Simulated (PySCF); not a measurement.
## Electron correlation in Bi⁷⁸⁺ (bismuth, charge +78)

Starting occupation: [He] 2s2 2p1, 2p1/2 with m_j = +1/2. All numbers are calculated (PySCF 2.14, X2C-1e with screened-nucleus spin-orbit coupling, Gaussian nucleus, in an uncontracted even-tempered set (16 s from 71 bohr⁻², ratio 2.4; 13 p from 92 bohr⁻², ratio 2.4; 5 d from 290 bohr⁻², ratio 2.6; 4 f from 440 bohr⁻², ratio 2.6)). Frozen: nothing; 5 electrons correlated; the 22 highest virtual spinors left out.

MP2 pair energies summed by pair of shells (mhartree):

| pair | energy | share (%) |
| --- | --- | --- |
| 2s1/2-2s1/2 | -84.33 | 35.9 |
| 1s1/2-1s1/2 | -69.42 | 29.6 |
| 2p1/2-2s1/2 | -39.38 | 16.8 |
| 1s1/2-2s1/2 | -27.04 | 11.5 |
| 1s1/2-2p1/2 | -14.41 | 6.1 |

Total MP2 correlation energy: -234.58 mhartree.

At this charge the one-electron X2C treatment keeps the bare 1/r₁₂, with no two-electron picture change or Breit term. That inflates the 1s pair energies well beyond their four-component values.
